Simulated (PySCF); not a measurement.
YH3: umbrella curve

Computed with BP86 in PySCF with Y def2-TZVP with ECP28, H def2-TZVP; scalar-relativistic core potentials, no spin–orbit coupling; density-fitted integrals.

Rigid scan from the singlet minimum (Y–H 1.977 Å (×3); H–Y–H 113.6° (×3)). Coordinate: angle between each bond and the threefold axis, bonds fixed. Energies in kJ/mol from the minimum.

```json
{"angle of the bonds to the threefold axis (°)": "55", "E (kJ/mol)": "34.3", "dipole size (D)": "7.00"}
{"angle of the bonds to the threefold axis (°)": "60", "E (kJ/mol)": "17.4", "dipole size (D)": "6.40"}
{"angle of the bonds to the threefold axis (°)": "65", "E (kJ/mol)": "6.8", "dipole size (D)": "5.68"}
{"angle of the bonds to the threefold axis (°)": "70", "E (kJ/mol)": "1.4", "dipole size (D)": "4.81"}
{"angle of the bonds to the threefold axis (°)": "75", "E (kJ/mol)": "0.0", "dipole size (D)": "3.79"}
{"angle of the bonds to the threefold axis (°)": "80", "E (kJ/mol)": "0.8", "dipole size (D)": "2.64"}
{"angle of the bonds to the threefold axis (°)": "85", "E (kJ/mol)": "2.3", "dipole size (D)": "1.35"}
{"angle of the bonds to the threefold axis (°)": "90", "E (kJ/mol)": "3.0", "dipole size (D)": "0.00"}
```

With the bonds held, the planar shape lies 3.0 kJ/mol from the minimum.

Other isomers or separated fragments may lie lower.
